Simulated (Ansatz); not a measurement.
Relaxation of Na₁₄Cl₁₄ (relaxed from a model of (NaCl)14 cage of four- and six-membered rings, whose bonding it doesn't keep) with RKS r2SCAN-D4/def2-SVP.

```sh
$ ansatz run in.yaml --threads 4 --pin off --events-out ev --progress --plain --max-ram 46080MiB --backend cuda --devices 0, --max-vram 37GiB
```

```yaml
crystal:
  periodic: [false, false, false]
  atoms:
    - {symbol: Cl, position_ang: [-1.334060, -1.251170, -7.027950]}
    - {symbol: Cl, position_ang: [1.332990, 1.257680, -7.026420]}
    - {symbol: Cl, position_ang: [-1.312150, 2.195080, -4.703200]}
    - {symbol: Cl, position_ang: [-1.703110, -1.299660, -2.471190]}
    - {symbol: Cl, position_ang: [1.310800, -2.198700, -4.705220]}
    - {symbol: Cl, position_ang: [1.704850, 1.294510, -2.473750]}
    - {symbol: Cl, position_ang: [-1.357880, 1.409040, 0.003860]}
    - {symbol: Cl, position_ang: [-1.702350, -1.298810, 2.475160]}
    - {symbol: Cl, position_ang: [1.358670, -1.405090, 0.000940]}
    - {symbol: Cl, position_ang: [1.703760, 1.295200, 2.474930]}
    - {symbol: Cl, position_ang: [-1.312810, 2.203370, 4.702720]}
    - {symbol: Cl, position_ang: [1.330300, 1.256340, 7.020930]}
    - {symbol: Cl, position_ang: [1.314530, -2.204530, 4.706870]}
    - {symbol: Cl, position_ang: [-1.332730, -1.254440, 7.023410]}
    - {symbol: Na, position_ang: [-1.201320, 1.209280, -6.956180]}
    - {symbol: Na, position_ang: [1.200650, -1.204200, -6.962120]}
    - {symbol: Na, position_ang: [1.283340, 2.185290, -4.737690]}
    - {symbol: Na, position_ang: [-1.802210, 1.327330, -2.452870]}
    - {symbol: Na, position_ang: [-1.285570, -2.185970, -4.742280]}
    - {symbol: Na, position_ang: [1.800960, -1.331620, -2.454820]}
    - {symbol: Na, position_ang: [1.295330, 1.346130, 0.001500]}
    - {symbol: Na, position_ang: [-1.804190, 1.327230, 2.454860]}
    - {symbol: Na, position_ang: [-1.292310, -1.347200, 0.001680]}
    - {symbol: Na, position_ang: [1.803530, -1.328050, 2.457820]}
    - {symbol: Na, position_ang: [1.280420, 2.191350, 4.738970]}
    - {symbol: Na, position_ang: [-1.201620, 1.206870, 6.953660]}
    - {symbol: Na, position_ang: [-1.280660, -2.192570, 4.741280]}
    - {symbol: Na, position_ang: [1.202830, -1.202690, 6.955120]}
basis:
  gaussian: {orbitals: def2-SVP, fitting: {mean_field: def2-universal-jkfit}}
hamiltonian: {xc: r2scan, dispersion: d4}
scf: {lower_state_search: "off"}
output: {orbitals: {seedname: orbitals}}
relax: {f_tol: 0.03, max_steps: 70}
```

It took 25 s on 4 threads of AMD EPYC 7R13 on a shared host and a share (37 GiB) of an NVIDIA H100 80GB HBM3, peak host memory 1.1 GiB.

Positions (Å) and forces (eV/Å) at steps 1, 2, 3, 4, 5, 7 of 7:

```xyz
28
step=1 energy=-237099.4252 eV
Cl   -1.334   -1.251   -7.028   -0.546   -0.428   -0.630
Cl    1.333    1.258   -7.026    0.547    0.423   -0.629
Cl   -1.312    2.195   -4.703   -0.276    0.564    0.013
Cl   -1.703   -1.300   -2.471   -0.286   -0.077    0.017
Cl    1.311   -2.199   -4.705    0.269   -0.553   -0.018
Cl    1.705    1.295   -2.474    0.288    0.075    0.040
Cl   -1.358    1.409    0.004   -0.118    0.291   -0.023
Cl   -1.702   -1.299    2.475   -0.288   -0.076   -0.022
Cl    1.359   -1.405    0.001    0.124   -0.298    0.006
Cl    1.704    1.295    2.475    0.288    0.082   -0.022
Cl   -1.313    2.203    4.703   -0.281    0.562   -0.007
Cl    1.330    1.256    7.021    0.557    0.429    0.644
Cl    1.315   -2.205    4.707    0.276   -0.561   -0.010
Cl   -1.333   -1.254    7.023   -0.544   -0.419    0.637
Na   -1.201    1.209   -6.956   -0.186    0.205   -0.297
Na    1.201   -1.204   -6.962    0.184   -0.214   -0.268
Na    1.283    2.185   -4.738   -0.021    0.198    0.041
Na   -1.802    1.327   -2.453    0.002   -0.173   -0.017
Na   -1.286   -2.186   -4.742    0.029   -0.187    0.057
Na    1.801   -1.332   -2.455   -0.010    0.171   -0.023
Na    1.295    1.346    0.002   -0.072   -0.013   -0.007
Na   -1.804    1.327    2.455    0.008   -0.177    0.038
Na   -1.292   -1.347    0.002    0.067    0.020    0.003
Na    1.804   -1.328    2.458   -0.002    0.160    0.025
Na    1.280    2.191    4.739   -0.016    0.207   -0.066
Na   -1.202    1.207    6.954   -0.197    0.204    0.288
Na   -1.281   -2.193    4.741    0.022   -0.196   -0.059
Na    1.203   -1.203    6.955    0.181   -0.219    0.289
28
step=2 energy=-237100.3380 eV
Cl   -1.412   -1.314   -7.193   -0.166   -0.142   -0.242
Cl    1.411    1.320   -7.191    0.165    0.138   -0.243
Cl   -1.381    2.322   -4.778   -0.063    0.256   -0.032
Cl   -1.788   -1.352   -2.507   -0.087    0.029   -0.018
Cl    1.380   -2.325   -4.781    0.061   -0.248   -0.046
Cl    1.789    1.348   -2.510    0.089   -0.032   -0.006
Cl   -1.402    1.485    0.002    0.003    0.080   -0.009
Cl   -1.788   -1.352    2.512   -0.089    0.030    0.014
Cl    1.403   -1.483    0.002    0.000   -0.084    0.003
Cl    1.789    1.348    2.512    0.090   -0.029    0.014
Cl   -1.382    2.330    4.777   -0.066    0.253    0.034
Cl    1.408    1.319    7.185    0.172    0.142    0.250
Cl    1.384   -2.331    4.782    0.062   -0.253    0.033
Cl   -1.411   -1.317    7.189   -0.164   -0.138    0.246
Na   -1.190    1.210   -7.039   -0.065    0.079   -0.135
Na    1.188   -1.205   -7.043    0.068   -0.080   -0.122
Na    1.263    2.212   -4.821   -0.097    0.076    0.034
Na   -1.794    1.312   -2.510    0.119   -0.174   -0.030
Na   -1.262   -2.209   -4.824    0.092   -0.076    0.042
Na    1.788   -1.316   -2.511   -0.117    0.175   -0.031
Na    1.291    1.326    0.001   -0.092   -0.081   -0.003
Na   -1.792    1.310    2.511    0.118   -0.172    0.044
Na   -1.289   -1.328    0.002    0.093    0.081    0.001
Na    1.795   -1.314    2.515   -0.120    0.172    0.032
Na    1.260    2.220    4.821   -0.094    0.078   -0.043
Na   -1.191    1.208    7.036   -0.069    0.078    0.128
Na   -1.259   -2.218    4.824    0.095   -0.078   -0.044
Na    1.191   -1.205    7.037    0.064   -0.081    0.129
28
step=3 energy=-237100.5593 eV
Cl   -1.437   -1.350   -7.321    0.035    0.020    0.029
Cl    1.437    1.355   -7.320   -0.036   -0.020    0.030
Cl   -1.437    2.450   -4.868    0.026   -0.007    0.015
Cl   -1.778   -1.382   -2.546    0.112    0.059   -0.030
Cl    1.434   -2.452   -4.871   -0.024    0.009    0.012
Cl    1.780    1.378   -2.547   -0.112   -0.058   -0.029
Cl   -1.393    1.531    0.003    0.002   -0.058   -0.003
Cl   -1.779   -1.381    2.549    0.112    0.059    0.032
Cl    1.395   -1.533    0.002   -0.002    0.057    0.001
Cl    1.780    1.379    2.550   -0.112   -0.059    0.031
Cl   -1.439    2.460    4.868    0.026   -0.009   -0.013
Cl    1.436    1.355    7.316   -0.037   -0.019   -0.030
Cl    1.438   -2.459    4.870   -0.025    0.009   -0.015
Cl   -1.436   -1.352    7.317    0.037    0.021   -0.030
Na   -1.210    1.232   -7.134   -0.011   -0.007   -0.067
Na    1.210   -1.226   -7.136    0.011    0.007   -0.063
Na    1.198    2.236   -4.889    0.005    0.089   -0.082
Na   -1.618    1.264   -2.579    0.073    0.030   -0.042
Na   -1.201   -2.237   -4.891   -0.009   -0.092   -0.082
Na    1.616   -1.268   -2.581   -0.070   -0.028   -0.040
Na    1.266    1.262    0.002    0.061    0.007    0.000
Na   -1.619    1.264    2.583    0.072    0.029    0.042
Na   -1.263   -1.265    0.002   -0.061   -0.006    0.000
Na    1.619   -1.267    2.584   -0.071   -0.029    0.040
Na    1.195    2.245    4.889    0.008    0.091    0.079
Na   -1.210    1.229    7.129   -0.013   -0.006    0.067
Na   -1.196   -2.244    4.890   -0.009   -0.093    0.080
Na    1.211   -1.226    7.130    0.012    0.005    0.066
28
step=4 energy=-237100.7705 eV
Cl   -1.433   -1.360   -7.394    0.049    0.037    0.060
Cl    1.432    1.366   -7.395   -0.049   -0.037    0.060
Cl   -1.438    2.493   -4.937    0.026   -0.046   -0.002
Cl   -1.613   -1.373   -2.603    0.123    0.009   -0.016
Cl    1.435   -2.493   -4.940   -0.025    0.046   -0.002
Cl    1.616    1.369   -2.603   -0.125   -0.009   -0.016
Cl   -1.385    1.529    0.002   -0.025   -0.095    0.000
Cl   -1.615   -1.372    2.606    0.125    0.009    0.017
Cl    1.387   -1.532    0.002    0.024    0.095    0.001
Cl    1.616    1.370    2.607   -0.125   -0.010    0.016
Cl   -1.440    2.501    4.937    0.027   -0.048    0.003
Cl    1.431    1.366    7.391   -0.050   -0.037   -0.061
Cl    1.439   -2.500    4.939   -0.026    0.047    0.002
Cl   -1.431   -1.363    7.391    0.050    0.037   -0.060
Na   -1.223    1.237   -7.209    0.015   -0.027    0.011
Na    1.223   -1.231   -7.209   -0.017    0.025    0.012
Na    1.193    2.308   -4.975   -0.008    0.026   -0.080
Na   -1.424    1.279   -2.621    0.102    0.093   -0.052
Na   -1.196   -2.311   -4.977    0.010   -0.024   -0.081
Na    1.421   -1.282   -2.622   -0.101   -0.093   -0.052
Na    1.272    1.255    0.002    0.067   -0.027    0.000
Na   -1.424    1.279    2.625    0.102    0.093    0.051
Na   -1.270   -1.258    0.002   -0.067    0.027    0.000
Na    1.425   -1.281    2.626   -0.102   -0.093    0.050
Na    1.191    2.318    4.975   -0.008    0.027    0.080
Na   -1.224    1.234    7.203    0.015   -0.026   -0.010
Na   -1.192   -2.318    4.976    0.008   -0.026    0.080
Na    1.225   -1.231    7.204   -0.016    0.025   -0.011
28
step=5 energy=-237100.8315 eV
Cl   -1.426   -1.362   -7.427    0.022    0.017    0.031
Cl    1.424    1.366   -7.426   -0.022   -0.018    0.030
Cl   -1.446    2.516   -4.981    0.012   -0.024   -0.014
Cl   -1.445   -1.348   -2.644   -0.176   -0.061   -0.028
Cl    1.446   -2.517   -4.984   -0.013    0.024   -0.012
Cl    1.445    1.345   -2.644    0.173    0.060   -0.028
Cl   -1.392    1.489    0.002   -0.023   -0.037    0.000
Cl   -1.444   -1.348    2.647   -0.171   -0.061    0.028
Cl    1.394   -1.492    0.001    0.022    0.037    0.000
Cl    1.445    1.346    2.647    0.174    0.061    0.027
Cl   -1.448    2.523    4.981    0.012   -0.024    0.014
Cl    1.424    1.366    7.422   -0.022   -0.017   -0.030
Cl    1.448   -2.523    4.983   -0.012    0.024    0.013
Cl   -1.424   -1.364    7.423    0.022    0.017   -0.030
Na   -1.219    1.222   -7.221   -0.027    0.006   -0.009
Na    1.217   -1.218   -7.221    0.028   -0.005   -0.011
Na    1.172    2.342   -5.039    0.022    0.021   -0.016
Na   -1.238    1.330   -2.653   -0.166    0.062    0.009
Na   -1.172   -2.341   -5.041   -0.024   -0.022   -0.015
Na    1.236   -1.333   -2.654    0.171   -0.061    0.010
Na    1.284    1.245    0.002    0.026   -0.054    0.000
Na   -1.238    1.330    2.656   -0.166    0.062   -0.009
Na   -1.283   -1.248    0.002   -0.026    0.054    0.000
Na    1.240   -1.332    2.656    0.164   -0.061   -0.009
Na    1.171    2.352    5.039    0.022    0.020    0.016
Na   -1.220    1.220    7.216   -0.026    0.006    0.008
Na   -1.170   -2.350    5.040   -0.022   -0.021    0.016
Na    1.219   -1.218    7.217    0.027   -0.005    0.009
28
step=7 energy=-237100.8759 eV
Cl   -1.413   -1.362   -7.400    0.000   -0.001    0.001
Cl    1.411    1.365   -7.400    0.000    0.001    0.001
Cl   -1.441    2.527   -4.975   -0.002    0.002    0.000
Cl   -1.503   -1.361   -2.649   -0.003   -0.002    0.001
Cl    1.440   -2.526   -4.976    0.002   -0.002   -0.001
Cl    1.503    1.359   -2.649    0.003    0.002    0.001
Cl   -1.391    1.481    0.001    0.000    0.003    0.000
Cl   -1.502   -1.361    2.651   -0.003   -0.002    0.000
Cl    1.392   -1.483    0.001    0.000   -0.003    0.000
Cl    1.503    1.359    2.651    0.003    0.002    0.000
Cl   -1.441    2.532    4.975   -0.002    0.002    0.000
Cl    1.411    1.365    7.397    0.000    0.001   -0.001
Cl    1.442   -2.532    4.976    0.002   -0.002    0.000
Cl   -1.411   -1.363    7.397    0.000   -0.001   -0.001
Na   -1.233    1.219   -7.204   -0.002    0.001    0.000
Na    1.232   -1.216   -7.205    0.002    0.000    0.000
Na    1.183    2.376   -5.029    0.002    0.003   -0.001
Na   -1.292    1.339   -2.652   -0.002    0.001    0.000
Na   -1.184   -2.375   -5.030   -0.002   -0.003    0.000
Na    1.292   -1.341   -2.652    0.002   -0.001    0.000
Na    1.304    1.226    0.001    0.001    0.002    0.000
Na   -1.292    1.339    2.654   -0.002    0.001   -0.001
Na   -1.303   -1.228    0.001   -0.001   -0.002    0.000
Na    1.292   -1.341    2.654    0.002   -0.001   -0.001
Na    1.182    2.382    5.029    0.002    0.002    0.001
Na   -1.233    1.218    7.201   -0.001    0.000    0.000
Na   -1.182   -2.381    5.030   -0.002   -0.002    0.000
Na    1.233   -1.216    7.201    0.001    0.000    0.000
```

Single mean-field runs in def2-SVP are fitted with def2-universal-jkfit. Another isomer (singlet) lies 0.61 eV lower at PBE0-D4/def2-TZVP; other spin states weren't run for this one.
